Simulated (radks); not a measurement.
Task: These are the eigenvalues of the occupied orbitals of an atom or ion with whole-number occupations (eV). All-electron calculation, Dirac Kohn-Sham, PBE, spin-unpolarised, spherical densities, finite nucleus; Fermi nuclear charge, rms radius of each element as measured or else 0.836 A^(1/3) + 0.57 fm. Program: a radial shooting solver on a logarithmic mesh with Libxc functionals.

| orbital | eigenvalue |
|---|---|
| 1s1/2 | -13352.33 |
| 2s1/2 | -1770.833 |
| 2p1/2 | -1598.551 |
| 2p3/2 | -1551.038 |
| 3s1/2 | -276.1836 |
| 3p1/2 | -216.2523 |
| 3p3/2 | -209.4069 |
| 3d3/2 | -105.4523 |
| 3d5/2 | -104.3610 |
| 4s1/2 | -54.0623 |
| 4p1/2 | -40.2610 |

Which element is it, and in what charge state? The configuration may be excited. Open shells, if any, fill j = l - 1/2 first.

Result: Z = 35, bromine, charge +3: Br3+ in [Ar] 3d10 4s2 4p2. The list shows which subshells hold electrons but not how many an open one holds; the 1s level, -490.69 hartree, gives Z - s = 31.3 by -(Z - s)^2/2, which with screening and relativity narrows Z to a few neighbours, and the depths of the outer levels then fix element, charge and occupations together.
